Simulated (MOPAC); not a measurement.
MOPAC input (AM1):

```
AM1 PRECISE GNORM=0.05 LET XYZ GEO-OK AUX(PRECISION=9) THREADS=1
HgI2

Hg    0.00000000 1    0.00000000 1    0.00000000 1
I    -0.00000000 1   -0.00000000 1   -2.61159500 1
I     0.00000000 1    0.00000000 1    2.61159500 1
```

Output:

```
 *******************************************************************************
 **                                                                           **
 **                              MOPAC v23.2.5                                **
 **                                                                           **
 *******************************************************************************
 ** MOPAC's Digital Object Identifier: https://doi.org/10.5281/zenodo.6511958 **
 **                                                                           **
 ** Please cite the open-source release paper for use of this MOPAC version:  **
 ** J. E. Moussa and J. J. P. Stewart (2026)                                  **
 ** MOPAC: An open-source semiempirical molecular orbital program             **
 ** J. Open Source Softw., 11(119), 8025, https://doi.org/10.21105/joss.08025 **
 *******************************************************************************

                              AM1 CALCULATION RESULTS

 *******************************************************************************
 *  AM1        - The AM1 Hamiltonian to be used
 *  GEO-OK     - OVERRIDE INTERATOMIC DISTANCE AND OTHER SAFETY CHECKS
 *  LET        - OVERRIDE SOME SAFETY CHECKS
 *  PRECISE    - TIGHTER CRITERIA TO BE USED
 *  XYZ        - CARTESIAN COORDINATE SYSTEM TO BE USED
 *  GNORM      - EXIT WHEN GRADIENT NORM DROPS BELOW 0.050
 *  AUX        - OUTPUT AUXILIARY INFORMATION
 *******************************************************************************
AM1 PRECISE GNORM=0.05 LET XYZ GEO-OK AUX(PRECISION=9) THREADS=1
 HgI2

   ATOM   CHEMICAL          X               Y               Z
  NUMBER   SYMBOL      (ANGSTROMS)     (ANGSTROMS)     (ANGSTROMS)

     1      Hg          0.00000000  *   0.00000000  *   0.00000000  *
     2       I         -0.00000000  *  -0.00000000  *  -2.61159500  *
     3       I          0.00000000  *   0.00000000  *   2.61159500  *

          CARTESIAN COORDINATES

    NO.       ATOM           X           Y           Z

     1        Hg          0.0000      0.0000      0.0000
     2         I         -0.0000     -0.0000     -2.6116
     3         I          0.0000      0.0000      2.6116

  I: (AM1): M.J.S. DEWAR AND E. G. ZOEBISCH, THEOCHEM, 180, 1 (1988).
 Hg: (AM1): M.J.S.Dewar and C.Jie, Organometallics 8, 1547, (1989)

           Empirical Formula: Hg I2  =     3 atoms

      MOLECULAR POINT GROUP   :   D*h

      RHF CALCULATION, NO. OF DOUBLY OCCUPIED LEVELS = 8

          Geometry optimization using EF

          DIAGONAL MATRIX USED AS START HESSIAN

 CYCLE:     1  GRAD.:    35.189 HEAT:  22.12098
 CYCLE:     2  GRAD.:     2.990 HEAT:  19.11647
 CYCLE:     3  GRAD.:     0.433 HEAT:  19.09894
 CYCLE:     4  GRAD.:     0.003 HEAT:  19.09857

     GRADIENT =  0.00332 IS LESS THAN CUTOFF =  0.05000

 -------------------------------------------------------------------------------
 AM1 PRECISE GNORM=0.05 LET XYZ GEO-OK AUX(PRECISION=9) THREADS=1
 HgI2

     GEOMETRY OPTIMISED USING EIGENVECTOR FOLLOWING (EF).
     SCF FIELD WAS ACHIEVED

                              AM1 CALCULATION
                                                       MOPAC v23.2.5 Linux

          FINAL HEAT OF FORMATION =         19.09857 KCAL/MOL =      79.90840 KJ/MOL

          COSMO AREA              =        132.72 SQUARE ANGSTROMS
          COSMO VOLUME            =        116.84 CUBIC ANGSTROMS

          GRADIENT NORM           =          0.00332          =       0.00192 PER ATOM
          IONIZATION POTENTIAL    =         10.382608 EV
          HOMO LUMO ENERGIES (EV) =        -10.383 -2.592
          NO. OF FILLED LEVELS    =          8
          MOLECULAR WEIGHT        =        454.3990         POINT GROUP:  D*h

          MOLECULAR DIMENSIONS (Angstroms)

            Atom       Atom       Distance
            I     3    I     2     4.99139
            I     3    I     2     0.00000
            I     2   Hg     1     0.00000

          SCF CALCULATIONS        =          5

   ATOM   CHEMICAL          X               Y               Z
  NUMBER   SYMBOL      (ANGSTROMS)     (ANGSTROMS)     (ANGSTROMS)

     1      Hg         -0.00000000  *   0.00000000  *   0.00000000  *
     2       I          0.00000000  *  -0.00000000  *  -2.49569287  *
     3       I          0.00000000  *   0.00000000  *   2.49569287  *

                             CARTESIAN COORDINATES

   1   Hg       -0.000000000     0.000000000     0.000000000
   2    I        0.000000000    -0.000000000    -2.495692866
   3    I        0.000000000     0.000000000     2.495692866

           Empirical Formula: Hg I2  =     3 atoms

      MOLECULAR POINT GROUP   :   D*h

                  EIGENVALUES
 -29.72114 -29.26128 -13.07445 -11.16417 -10.73202 -10.73202 -10.38261 -10.38261
  -2.59151   5.78463   5.92168   5.92168

              NET ATOMIC CHARGES AND DIPOLE CONTRIBUTIONS

  ATOM NO.   TYPE          CHARGE      No. of ELECS.   s-Pop       p-Pop
    1         Hg           0.373857        1.6261     1.13197     0.49417
    2          I          -0.186929        7.1869     1.96583     5.22110
    3          I          -0.186929        7.1869     1.96583     5.22110
 DIPOLE           X         Y         Z       TOTAL
 POINT-CHG.    -0.000     0.000     0.000     0.000
 HYBRID        -0.000    -0.000    -0.000     0.000
 SUM           -0.000    -0.000     0.000     0.000

          ATOMIC ORBITAL ELECTRON POPULATIONS

     Atom    s        px        py        pz
    1 Hg   1.13197   0.04921   0.04921   0.39574
    2  I   1.96583   1.97539   1.97539   1.27031
    3  I   1.96583   1.97539   1.97539   1.27031

 **********************
 *                    *
 * JOB ENDED NORMALLY *
 *                    *
 **********************

 == MOPAC DONE ==
```

The geometry given is a B3LYP-D3(BJ)/def2-TZVP minimum.
